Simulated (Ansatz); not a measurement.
```yaml
crystal:
  periodic: [false, false, false]
  atoms:
    - {symbol: O, position_ang: [-1.042897, -1.687038, -0.138138]}
    - {symbol: W, position_ang: [-0.069710, -0.309287, -0.274955]}
    - {symbol: O, position_ang: [-0.513535, 0.850387, 1.117513]}
    - {symbol: S, position_ang: [1.968443, -0.893127, -0.113147]}
    - {symbol: Cl, position_ang: [-0.420347, 0.642008, -2.293026]}
    - {symbol: H, position_ang: [0.120045, 1.332956, 1.655653]}
basis:
  gaussian: {orbitals: def2-SVPD, fitting: {mean_field: cc-pVTZ-jkfit}, final_grid: {core_spheres: 20, valence_spheres: 16, degree: 47}}
hamiltonian: {xc: {name: rPW86-PBE}}
scf: {lower_state_search: off}
outputs: {forces: true}
output: {forces: true}
```

```sh
$ ansatz run in.yaml --threads 4 --pin off --events-out ev --progress --plain --max-ram 10444MiB
```

Shortened log:

```
Error: YAML parse error: error: line 14 column 1: unknown field `outputs`, expected one of crystal, accuracy, basis, kpoints, hamiltonian, magnetization, projection, total_charge, correlation, batch, efield, external_charges, scf, relax, neb, saddle, md, ramp, phonons, dielectric, real_time, elastic, magnetic_configurations, gw, evaluate, workflow, output, checkpoint, execution
12 | hamiltonian: {xc: {name: rPW86-PBE}}
13 | scf: {lower_state_search: off}
14 | outputs: {forces: true}
15 | output: {forces: true}
```

What is wrong with this run?

The input holds a key that doesn't belong there. The input was rejected before any iteration.
